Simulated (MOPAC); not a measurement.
MOPAC input (AM1):

```
AM1 PRECISE GNORM=0.05 LET XYZ UHF MS=0.5 GEO-OK AUX(PRECISION=9) THREADS=1
C4H11Si

C    -0.69264900 1   -1.45840400 1    0.52090700 1
C     0.17884600 1   -0.25153700 1    0.14776800 1
C     0.69344200 1    0.42770200 1    1.42888000 1
C     1.36999900 1   -0.71126300 1   -0.70374500 1
Si   -0.86032500 1    1.02308400 1   -0.82485500 1
H    -1.06401800 1   -1.97694600 1   -0.36530200 1
H    -1.55436400 1   -1.16381600 1    1.12389700 1
H    -0.10919200 1   -2.17636400 1    1.10668600 1
H     1.29485900 1   -0.28233000 1    2.00865100 1
H     1.32490000 1    1.28993700 1    1.20568000 1
H    -0.12591500 1    0.76441600 1    2.06706900 1
H     2.00859600 1    0.12677500 1   -0.99153100 1
H     1.98634500 1   -1.41730900 1   -0.13749300 1
H     1.04315500 1   -1.21367700 1   -1.61638900 1
H    -0.03214300 1    2.20459600 1   -1.19983500 1
H    -2.02550000 1    1.48255400 1   -0.01632400 1
```

From the output:

```
                                                       MOPAC v23.2.5 Linux

          FINAL HEAT OF FORMATION =         -4.12667 KCAL/MOL =     -17.26600 KJ/MOL

          COSMO AREA              =        141.73 SQUARE ANGSTROMS
          COSMO VOLUME            =        142.52 CUBIC ANGSTROMS

          GRADIENT NORM           =          0.01649          =       0.00412 PER ATOM
          IONIZATION POTENTIAL    =          8.570105 EV
          ALPHA SOMO LUMO (EV)    =         -8.570  1.604
          BETA  SOMO LUMO (EV)    =        -10.473 -0.608
          NO. OF ALPHA ELECTRONS  =         16
          NO. OF BETA  ELECTRONS  =         15
          MOLECULAR WEIGHT        =         87.2164         POINT GROUP:  Cs

          MOLECULAR DIMENSIONS (Angstroms)

            Atom       Atom       Distance
            H    15    H     8     4.88845
            H    14    H    11     4.31743
            H     9    H    16     3.54471

          SCF CALCULATIONS        =         56

   ATOM   CHEMICAL          X               Y               Z
  NUMBER   SYMBOL      (ANGSTROMS)     (ANGSTROMS)     (ANGSTROMS)

     1       C         -0.69985148  *  -1.41708360  *   0.50382051  *
     2       C          0.18825586  *  -0.24408758  *   0.16801244  *
     3       C          0.68869187  *   0.42950981  *   1.42298158  *
     4       C          1.33937427  *  -0.67695477  *  -0.70662185  *
     5      Si         -0.79390979  *   0.95228552  *  -0.75527965  *
     6       H         -1.09821672  *  -1.88637056  *  -0.42923741  *
     7       H         -1.56081358  *  -1.08883483  *   1.13651539  *
     8       H         -0.12951541  *  -2.19584092  *   1.06834133  *
     9       H          1.30619480  *  -0.27800347  *   2.03013900  *
    10       H          1.32378243  *   1.31340896  *   1.16817531  *
    11       H         -0.16826898  *   0.77140450  *   2.05407073  *
    12       H          1.98452421  *   0.19774376  *  -0.96735533  *
    13       H          1.97330702  *  -1.43289509  *  -0.18020445  *
    14       H          0.96101820  *  -1.13854005  *  -1.65177219  *
    15       H         -0.04865962  *   2.08886137  *  -1.28362173  *
    16       H         -2.03272283  *   1.36759810  *  -0.10782217  *

                             CARTESIAN COORDINATES

   1    C       -0.699851480    -1.417083599     0.503820506
   2    C        0.188255861    -0.244087583     0.168012442
   3    C        0.688691873     0.429509811     1.422981581
   4    C        1.339374267    -0.676954768    -0.706621846
   5   Si       -0.793909793     0.952285523    -0.755279646
   6    H       -1.098216718    -1.886370564    -0.429237411
   7    H       -1.560813580    -1.088834830     1.136515387
   8    H       -0.129515414    -2.195840919     1.068341327
   9    H        1.306194796    -0.278003473     2.030138999
  10    H        1.323782431     1.313408958     1.168175313
  11    H       -0.168268981     0.771404500     2.054070729
  12    H        1.984524207     0.197743760    -0.967355335
  13    H        1.973307015    -1.432895093    -0.180204455
  14    H        0.961018201    -1.138540051    -1.651772188
  15    H       -0.048659625     2.088861370    -1.283621731
  16    H       -2.032722831     1.367598104    -0.107822174

           Empirical Formula: C4 H11 Si  =    16 atoms

      MOLECULAR POINT GROUP   :   Cs

          ALPHA EIGENVALUES
 -37.12016 -27.99844 -27.97387 -20.48198 -16.32879 -15.10186 -15.03469 -14.08643
 -13.23086 -13.12693 -12.47387 -11.88746 -11.87974 -11.72092 -10.56308  -8.57010
   1.60377   1.85433   2.06274   3.91869   3.93339   4.25833   4.50872   4.53178
   4.67638   4.86685   4.87418   5.03846   5.10368   5.15537   5.17577

           BETA EIGENVALUES
 -37.12010 -27.96028 -27.95087 -20.49468 -16.21123 -15.09083 -15.00746 -13.78061
 -13.21260 -13.04567 -12.46517 -11.87951 -11.87932 -11.72596 -10.47293  -0.60841
   1.92180   2.09708   2.51005   3.91798   3.92553   4.25092   4.52297   4.53587
   4.68277   4.86372   4.86770   5.03834   5.09284   5.15527   5.16708

              NET ATOMIC CHARGES AND DIPOLE CONTRIBUTIONS

  ATOM NO.   TYPE          CHARGE      No. of ELECS.   s-Pop       p-Pop
    1          C          -0.189230        4.1892     1.22134     2.96789
    2          C          -0.344684        4.3447     1.22487     3.11981
    3          C          -0.193688        4.1937     1.22197     2.97172
    4          C          -0.189227        4.1892     1.22134     2.96789
    5         Si           0.582579        3.4174     0.92079     2.49663
    6          H           0.073031        0.9270     0.92697
    7          H           0.073986        0.9260     0.92601
    8          H           0.076343        0.9237     0.92366
    9          H           0.078419        0.9216     0.92158
   10          H           0.073713        0.9263     0.92629
   11          H           0.073711        0.9263     0.92629
   12          H           0.073989        0.9260     0.92601
   13          H           0.076346        0.9237     0.92365
   14          H           0.073029        0.9270     0.92697
   15          H          -0.169160        1.1692     1.16916
   16          H          -0.169156        1.1692     1.16916
 DIPOLE           X         Y         Z       TOTAL
 POINT-CHG.    -0.384    -0.311    -0.839     0.974
 HYBRID         0.567    -0.058     0.920     1.083
 SUM            0.182    -0.369     0.081     0.420

          ATOMIC ORBITAL ELECTRON POPULATIONS

     Atom    s        px        py        pz
    1  C   1.22134   0.98678   0.96942   1.01169
    2  C   1.22487   1.03472   1.06001   1.02508
    3  C   1.22197   1.00855   1.00181   0.96136
    4  C   1.22134   0.96890   1.01227   0.98672
    5 Si   0.92079   0.81256   0.80859   0.87548
    6  H   0.92697
    7  H   0.92601
    8  H   0.92366
    9  H   0.92158
   10  H   0.92629
   11  H   0.92629
   12  H   0.92601
   13  H   0.92365
   14  H   0.92697
   15  H   1.16916
   16  H   1.16916

                    (SZ)    =    0.500000
                    (S**2)  =    0.765176

          ATOMIC ORBITAL SPIN POPULATIONS

    Atom   Total    s     px     py     pz
         Atomic
    1  C  0.0090  0.001  0.002  0.003  0.002
    2  C -0.0723 -0.010 -0.019 -0.025 -0.018
    3  C  0.0217  0.006  0.004  0.002  0.011
    4  C  0.0090  0.001  0.004  0.001  0.002
    5 Si  1.1670  0.206  0.136  0.250  0.574
    6  H -0.0008 -0.001
    7  H -0.0005 -0.000
    8  H -0.0023 -0.002
    9  H  0.0003  0.000
   10  H -0.0005 -0.001
   11  H -0.0005 -0.001
   12  H -0.0005 -0.000
   13  H -0.0023 -0.002
   14  H -0.0008 -0.001
   15  H -0.0634 -0.063
   16  H -0.0634 -0.063

 **********************
 *                    *
 * JOB ENDED NORMALLY *
```

The geometry given is a B3LYP-D3(BJ)/def2-TZVP minimum.
